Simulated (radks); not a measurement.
The platinum ion Pt34+, 44 electrons, occupied as [Kr] 4d8 (the NIST ground configuration).

Calculated with a radial shooting solver on a logarithmic mesh with Libxc functionals: scalar-relativistic Kohn-Sham, PBE, spin-polarised, spherical densities, finite nucleus; open shells are filled with parallel spins first (spin-orbit coupling, left out, can overturn this in heavy ions); Fermi nuclear charge, rms radius 5.427 fm.

Energy parts (Ry):
total: -35557.4129
kinetic: 39785.1440
electron-nucleus: -83743.9878
Hartree: 9000.1582
exchange-correlation: -598.7273

Orbitals (lengths in bohr, moments of r in powers of bohr; r(max) is where P^2 peaks; r(90%) holds 90 % of the orbital's charge):
| orbital | occ. | eigenvalue (Ry) | r(90%) | r(max) |
|---|---|---|---|---|
| 1s up | 1 | -5861.305 | 0.0313 | 0.01062 |
| 1s down | 1 | -5861.302 | 0.0313 | 0.01062 |
| 2s up | 1 | -1112.197 | 0.112 | 0.06124 |
| 2s down | 1 | -1112.037 | 0.112 | 0.06124 |
| 2p up | 3 | -977.3981 | 0.106 | 0.05060 |
| 2p down | 3 | -977.2673 | 0.106 | 0.05059 |
| 3s up | 1 | -336.8778 | 0.273 | 0.1723 |
| 3s down | 1 | -336.8022 | 0.272 | 0.1723 |
| 3p up | 3 | -297.5346 | 0.279 | 0.1713 |
| 3p down | 3 | -297.4501 | 0.279 | 0.1713 |
| 3d up | 5 | -255.2683 | 0.261 | 0.1394 |
| 3d down | 5 | -255.1377 | 0.261 | 0.1395 |
| 4s up | 1 | -140.6166 | 0.549 | 0.3755 |
| 4s down | 1 | -140.2554 | 0.549 | 0.3755 |
| 4p up | 3 | -126.5248 | 0.575 | 0.3896 |
| 4p down | 3 | -126.1703 | 0.575 | 0.3896 |
| 4d up | 5 | -110.1410 | 0.591 | 0.3866 |
| 4d down | 3 | -109.7869 | 0.592 | 0.3867 |

The highest occupied level is 4d down at -1493.7 eV. The electron density at the nucleus is 2.117e+06 e/bohr^3 (large components only).
